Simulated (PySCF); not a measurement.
H8OSi3, SMILES O[SiH]([SiH3])[SiH3]. Coordinates come from a PBE-D3(BJ)/def2-SVP optimisation. The values are those of a single conformer.

These are PBE-D3(BJ)/def2-SVP run with PySCF 2.14.0 values and carry that method's errors.

Harmonic wavenumbers (cm⁻¹): 82, 88, 104, 139, 146, 233, 358, 391, 409, 496, 500, 528, 691, 746, 806, 823, 854, 879, 895, 900, 901, 907, 2137, 2141, 2152, 2152, 2161, 2162, 2166, 3755. Rotational constants (GHz): 3.637, 1.926, 1.391; symmetry number 1.

Work out the zero-point energy and the ideal-gas rigid-rotor harmonic-oscillator thermochemistry at 298.15 K and 1 atm.

ZPE = ½ Σ hcν = ½ × 30703 cm⁻¹ = 43.89 kcal/mol. H − E(el) = 50.28 kcal/mol. Entropy in cal/(mol K): translation 39.96, rotation 27.89, vibration 25.15, total 93.00. G − E(el) = 22.55 kcal/mol. Cp = 33.60 cal/(mol K). Modes under 150 cm⁻¹ make the vibrational entropy uncertain.
